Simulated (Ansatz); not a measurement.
Task: Name a neutral molecule of B, S and H with size of the dipole moment (ωB97M-V/def2-TZVPP) between 1.95 and 2.25 D and HOMO energy (PBE/def2-TZVPP) between -7.20 and -6.90 eV (Ansatz, PBE0-D4/def2-TZVP geometry).

Result: `[BH2-]1[SH+][BH2-][SH+]1` (2.08 D, -7.05 eV). Other molecules can fit too; these were computed, each in one conformer that needn't be the lowest.
